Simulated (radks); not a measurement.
Values are calculated unless marked as measured or tabulated.
The lutetium ion Lu+ inside a hard spherical wall (all orbitals vanish at R), configuration held at [Xe] 4f14 6s2 and not refilled when levels cross. Level of theory: scalar-relativistic Kohn-Sham, PBEsol, spin-polarised, spherical densities, finite nucleus; Fermi nuclear charge, rms radius 5.37 fm (a radial shooting solver on a logarithmic mesh with Libxc functionals). Eigenvalues in eV for spin up, with the zero of energy where the potential of the charges vanishes at infinity; a dash marks a level that is unbound or too diffuse for the functional's potential to be trusted. A positive occupied level is held by the wall or, in an anion where self-interaction has pushed it up, behind a barrier. The pressure on the wall is -dE/dV.

R (bohr)  E (hartree)  kinetic (hartree)    e(5s)    e(5p)    e(4f)    e(6s)  e(5d, empty)  e(6p, empty)  pressure (GPa)
free      -14556.8170          15900.033  -70.013  -40.475  -18.543  -11.086        -9.237        -6.554               0
15        -14556.8170          15900.033  -70.013  -40.475  -18.543  -11.086        -9.237        -6.554        < 0.0001
10        -14556.8169          15900.035  -70.005  -40.466  -18.534  -11.079        -9.229        -6.520         0.00422
8         -14556.8147          15900.058  -69.903  -40.367  -18.433  -10.992        -9.142        -6.269           0.121
7         -14556.8077          15900.117  -69.682  -40.151  -18.212  -10.775        -8.945        -5.781           0.612
6         -14556.7813          15900.291  -69.131  -39.618  -17.660  -10.128        -8.433        -4.521            3.05
2.5       -14551.4524          15921.506  -48.773  -18.559    5.786   55.343        21.722        80.975            3890
2         -14541.4520          15956.986  -25.381    9.016   31.485   143.41        59.707        181.31           20600
